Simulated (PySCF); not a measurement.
**Electron correlation in Ge⁺ (germanium, charge +1)**

[Ar] 3d10 4s2 4p1, 2P determinant. Computed with PySCF 2.14 in aug-cc-pVDZ-PP with ECP10MDF (5s4p3d, 32 functions), with scalar relativity through the core potential. Frozen: 3s2 3p6 3d10; 3 electrons correlated.

```
  level  correlation energy (mhartree)
   CCSD                         -46.25
    (T)                          -0.46
CCSD(T)                         -46.71
  CCSDT                         -46.91
    FCI                         -46.91
```

Diagnostics: T1 = 0.0096, D1 = 0.0233, largest double amplitude 0.094, weight of the Hartree-Fock determinant in FCI 0.9518 (5819 determinants).

Cost of the coupled-cluster step: of the order of 0.21 core-seconds, for 3 correlated electrons.
